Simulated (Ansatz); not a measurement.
Ideal-gas functions of AlBH₄SeSi (`[AlH2][B]1[SiH2][Se]1`) at 298.15 K and 1 bar, from an Ansatz frequency run at PBE0-D4/def2-TZVP.

Molar mass 148.87 g/mol, point group Cs (symmetry number 1), electronic degeneracy 1, moments of inertia 126.476, 330.065, 442.872 u Å². Harmonic wavenumbers (cm⁻¹, unscaled): 80, 133, 161, 291, 405, 439, 521, 553, 569, 584, 650, 766, 937, 958, 1906, 1912, 2236, 2253.

Use S(trans) = R[1.5 ln M + 2.5 ln T − 1.1517]; rotational temperatures θ = 24.2544 K / I; S(rot) = R[ln(√π/σ · √(T³/θAθBθC)) + 1.5]; for each mode x = 1.438777 ν̃/T, S = R[x/(eˣ − 1) − ln(1 − e⁻ˣ)] and H = RT x/(eˣ − 1); 1 cm⁻¹ = 0.0119627 kJ/mol; R = 8.31446 J/(mol·K).

Task: By hand: the entropy, in J/(mol·K).

Result: Translation 171.3. Rotation: θ = 0.1918, 0.0735, 0.0548 K, giving 118.1. Vibration, mode by mode: 16.28, 12.14, 10.62, 6.14, 3.95, 3.47, 2.54, 2.25, 2.12, 2.00, 1.55, 0.99, 0.50, 0.46, 0.01, 0.01, 0.00, 0.00, in all 65.1. Electronic 0.0. Sum 354.5 J/(mol·K).

Task: By hand: H − E and G − E in kJ/mol, counted from the electronic energy.

Result: Zero-point energy ½ × 15354 × 0.0119627 = 91.8; thermal vibration 10.9; translation, rotation and pV give 4 RT = 9.9. H − E = 112.6 kJ/mol, and G − E = 112.6 − 298.15 × 354.5/1000 = 6.9 kJ/mol.

Vibration gives 18 % of the entropy, 28.4 J/(mol·K) of it from the modes under 150 cm⁻¹: soft modes count most, and the harmonic formula is weakest for them.
